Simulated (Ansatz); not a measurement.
Calculated with Ansatz (gas phase, PBE0-D4/def2-TZVP geometries, no zero-point term in ΔE). CCSD(T)/CBS is the MP2 limit (def2-TZVPP, def2-QZVPP) plus CCSD(T) − MP2 in def2-TZVPP, frozen cores. This one scheme is used for every species. DFT in def2-TZVPP. B3LYP here is the variant with VWN-RPA as its local correlation; programs differ in this. def2 core potentials past Kr. For I outer-core shells are correlated without core-valence functions, which leaves a few kJ/mol of doubt a bond.

Consider the ligand exchange at the Si–Cl bond: `C=C1N[SiH]1Cl` + HI → `C=C1N[SiH]1I` + HCl.

`C=C1N[SiH]1Cl`:

Z-matrix (Å, degrees):
```
Si
Cl 1 2.036
C 1 1.802 2 122.1
N 1 1.688 2 120.8 3 -56.3
H 1 1.473 2 107.5 3 161.0
C 3 1.325 1 161.1 2 68.3
H 4 1.007 1 156.8 2 -45.3
H 6 1.081 3 120.2 1 9.6
H 6 1.085 3 121.8 1 -170.3
```

HI:

Z-matrix (Å, degrees):
```
I
H 1 1.610
```

`C=C1N[SiH]1I`:

Cartesian coordinates in Å:
```
C -1.438 0.909 0.408
C -0.356 0.289 -0.036
N -0.069 -0.854 -0.803
Si 1.377 -0.186 -0.213
I 2.579 -1.214 1.617
H -2.436 0.543 0.188
H -1.345 1.806 1.006
H -0.667 -1.644 -0.987
H 2.355 0.350 -1.179
```

HCl:

Z-matrix (Å, degrees):
```
Cl
H 1 1.279
```

```csv
level,ΔE (kJ/mol)
B3LYP-D4,14.0
HF/CBS(def2),21.2
```

**Question.** What does CCSD(T)/CBS give? (Estimate.)

**Answer.** The calculation gave: +8.2 kJ/mol. The listed levels differ from it by 5.8, 13.0 kJ/mol.

Largest T1 diagnostic among the species: 0.013.

In def2-TZVPP, CCSD(T) changes the Hartree–Fock value by −7.9 kJ/mol (the triples alone add −2.0 kJ/mol) and MP2 by −13.1 kJ/mol. The D4 term adds −3.5 kJ/mol with B3LYP and −2.0 kJ/mol with PBE0; it sums over pairs of atoms, weighted by their polarisabilities, and B3LYP, whose exchange is more repulsive, gets the larger term.
